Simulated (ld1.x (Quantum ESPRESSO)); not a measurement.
Ge: one change to a TM potential, before and after

| Item | Value |
| --- | --- |
| Element | Ge |
| Generator | ld1.x (Quantum ESPRESSO) 7.5 |
| Type | norm-conserving Troullier–Martins (Kleinman–Bylander form) |
| Functional | PBE |
| Relativity | scalar-relativistic |
| Frozen core | [Ar] 3d10 |
| Valence charge | 4 |
| Reference configuration | 4s2 4p0 (charge +2) |
| Partial waves | 4s (bound): rc 1.20 bohr; 4p (bound, empty): rc 1.60 bohr |
| Local potential | the p channel |
| Core correction | Bessel-smoothed model core, default radius (core density twice the valence density) |

All-electron outer shells of the reference configuration (PBE, scalar-relativistic, ld1.x):

```
shell  level (eV)  outermost node (bohr)  outermost maximum (bohr)
   3p     -135.57                   0.23                      0.54
   3d      -49.19                      –                      0.50
   4s      -29.25                   0.77                      1.66
   4p      -19.81                   0.81                      1.98
```

Change: all radii but the core radius scaled by about 1.14 (s 1.36, p 1.82 bohr).

Cutoffs: the cutoffs (Ry, on a coarse ladder) from which the occupation-weighted sum of valence levels, in a spherical-Bessel basis at the reference potential, stays within 10 and 1 mRy of its value at 400 Ry; they do not see the model core or the augmentation charge, which bear on the density cutoff. Errors are all-electron minus pseudo energies relative to the spin-unpolarised reference configuration.

Task: Predict the effect on cutoff, ghosts and configuration errors.

Result: The potential gets softer (55 Ry and 200 Ry → 40 Ry and 90 Ry); the bound ghost in s disappears; of the 7 tests that both files solve, the error grows in 2 and shrinks in 1 by more than 15 % and 0.3 meV (median size 34.0 → 31.3 meV). A larger radius leaves more room for a smooth pseudo-wave, so fewer plane waves are needed.

| quantity | base | changed |
| --- | --- | --- |
| cutoff, loose | 55 Ry | 40 Ry |
| cutoff, tight | 200 Ry | 90 Ry |
| bound ghosts | s | none |
| error for 4s2 4p2, meV [ΔE -22.88 eV] | -34 | -41 |
| error for 4s2 4p1, meV [ΔE -15.44 eV] | -16 | -18 |
| error for 4s1 4p0, meV [ΔE 34.79 eV] | -104 | -105 |
| error for 4s2 4p1.5, meV [ΔE -20.08 eV] | -27 | -31 |
| error for 4s0 4p4, meV [ΔE -6.69 eV] | -34 | -23 |
| error for 4s1 4p3, meV [ΔE -14.91 eV] | -17 | -15 |
| error for 4s2 4p2.3, meV [ΔE -23.77 eV] | -36 | -44 |

 A true bound ghost makes a file unfit for plane-wave use even where its test errors are small: the radial tests pick states by their node count and pass the ghost by.
